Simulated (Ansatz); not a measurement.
Geometry optimisation, DFT PBE-D3(BJ), scalar-relativistic, plane waves, PAW (Ansatz).

input.yaml

```yaml
accuracy: low
crystal:
  lattice:
    - [7.380323, 0.0, 0.0]
    - [0.0, 7.380323, 0.0]
    - [0.0, 0.0, 7.380323]
  atoms:
    - { symbol: C, position: [0.4249375, 0.6413685, 0.3645051] }
    - { symbol: O, position: [0.5598256, 0.7643866, 0.3025025] }
    - { symbol: H, position: [0.3440358, 0.6056461, 0.2462986] }
    - { symbol: H, position: [0.6332884, 0.7976989, 0.4062693] }
    - { symbol: H, position: [0.4836647, 0.5170217, 0.4208226] }
    - { symbol: H, position: [0.3354544, 0.7024193, 0.4662315] }
    - { symbol: C, position: [0.4051073, 0.3669899, -7.81e-05] }
    - { symbol: O, position: [0.3154969, 0.1962785, -0.0004835] }
    - { symbol: H, position: [0.3031351, 0.4673383, -0.0364898] }
    - { symbol: H, position: [0.4045147, 0.1051103, 0.0317379] }
    - { symbol: H, position: [0.459757, 0.4016432, 0.133695] }
    - { symbol: H, position: [0.5150965, 0.3731489, -0.0998134] }
    - { symbol: C, position: [0.7019597, 0.1744353, 0.1808855] }
    - { symbol: O, position: [0.7228908, 0.0400048, 0.0442733] }
    - { symbol: H, position: [0.5583827, 0.2086731, 0.1835959] }
    - { symbol: H, position: [0.8502553, 0.0078493, 0.0399917] }
    - { symbol: H, position: [0.7411684, 0.1247476, 0.3153344] }
    - { symbol: H, position: [0.7793164, 0.2977348, 0.1509546] }
    - { symbol: C, position: [0.0079525, 0.8323116, 0.4353695] }
    - { symbol: O, position: [-0.005283, 0.6401047, 0.4280277] }
    - { symbol: H, position: [-0.1303771, 0.8829792, 0.4449447] }
    - { symbol: H, position: [0.1169662, 0.5926114, 0.4194518] }
    - { symbol: H, position: [0.0836832, 0.8790903, 0.5543623] }
    - { symbol: H, position: [0.070695, 0.8891941, 0.3132612] }
    - { symbol: C, position: [0.8877752, 0.1208625, 0.7431814] }
    - { symbol: O, position: [0.8691215, -0.0684566, 0.7745323] }
    - { symbol: H, position: [0.7555653, 0.16855, 0.6980108] }
    - { symbol: H, position: [0.9858798, -0.1132725, 0.8149436] }
    - { symbol: H, position: [0.9250928, 0.194999, 0.8664448] }
    - { symbol: H, position: [0.9875085, 0.1508846, 0.6371878] }
    - { symbol: C, position: [0.7941123, 0.5541636, 0.9677179] }
    - { symbol: O, position: [0.9713477, 0.53824, 0.8935112] }
    - { symbol: H, position: [0.7284227, 0.4236971, 0.9463327] }
    - { symbol: H, position: [1.0319302, 0.6534927, 0.911416] }
    - { symbol: H, position: [0.7964125, 0.5824921, 1.1135771] }
    - { symbol: H, position: [0.7137918, 0.6591325, 0.8998] }
basis:
  ecutwfc: 420.0
kpoints:
  mp_grid: { grid: [1, 1, 1] }
hamiltonian:
  xc: pbe
  dispersion: d3bj
scf:
  occupations: { method: fermi_dirac, width: 0.02 }
  lower_state_search: "off"
relax:
  f_tol: 0.3
  max_steps: 15
  adjacent_minimum: "off"
```

Launched with:

```bash
$ ansatz run input.yaml --threads 1 --pin off --max-ram 3072MiB --backend cpu --events-out ev --progress --plain --runs-dir out
```

Problem. Where does it end, and by what steps?

Solution. It converged. The threshold is loose, so the end isn't yet a minimum. The force dipped under the threshold on the way, but the program's further checks kept it going. Limits of this set-up: coarse k mesh, low accuracy level. After 12 steps the energy has fallen by 2.627 eV; H28 moved furthest, 1.33 Å.

| step | energy less start (eV) | largest force component (eV/Å) | accepted |
| --- | --- | --- | --- |
| 0 | 0.0000 | 1.099 | yes |
| 1 | -0.6568 | 0.474 | yes |
| 2 | -1.1154 | 0.606 | yes |
| 3 | -1.4451 | 0.787 | yes |
| 4 | -1.7237 | 0.793 | yes |
| 5 | -1.9263 | 0.352 | yes |
| 6 | -2.0708 | 0.357 | yes |
| 7 | -2.1878 | 0.538 | yes |
| 8 | -2.3026 | 0.518 | yes |
| 9 | -2.3979 | 0.327 | yes |
| 10 | -2.4767 | 0.257 | yes |
| 11 | -2.5510 | 0.244 | yes |
| 12 | -2.6267 | 0.174 | yes |

```xyz
36
Lattice="7.3803 0.0000 0.0000 0.0000 7.3803 0.0000 0.0000 0.0000 7.3803" Properties=species:S:1:pos:R:3
C 3.466 4.385 3.426
O 4.451 5.245 2.884
H 2.597 4.400 2.748
H 5.347 4.957 3.169
H 3.807 3.339 3.501
H 3.129 4.710 4.428
C 2.482 2.281 -0.718
O 2.096 0.964 -0.320
H 1.578 2.869 -0.905
H 2.948 0.526 -0.065
H 3.062 2.787 0.072
H 3.099 2.267 -1.634
C 4.934 1.117 1.654
O 4.637 0.379 0.473
H 4.047 1.703 1.932
H 5.456 0.297 -0.079
H 5.166 0.443 2.494
H 5.771 1.817 1.497
C 0.388 6.084 2.849
O -0.167 4.769 3.045
H -0.430 6.739 2.526
H 0.332 4.342 3.767
H 0.815 6.481 3.780
H 1.169 6.077 2.070
C 6.696 1.419 5.306
O 6.813 0.276 6.170
H 5.647 1.486 4.982
H 7.733 0.299 6.533
H 6.977 2.345 5.836
H 7.328 1.306 4.411
C 5.834 4.519 6.998
O 7.238 4.472 6.680
H 5.355 3.665 6.504
H 7.717 4.802 7.456
H 5.658 4.446 8.078
H 5.381 5.449 6.627
```

Whether the end is a true minimum wasn't checked by a vibrational analysis.

The run took 33 s on 1 thread of AMD EPYC 7R13 Processor (Zen 3), with other jobs on the host, peak memory 0.47 GiB.
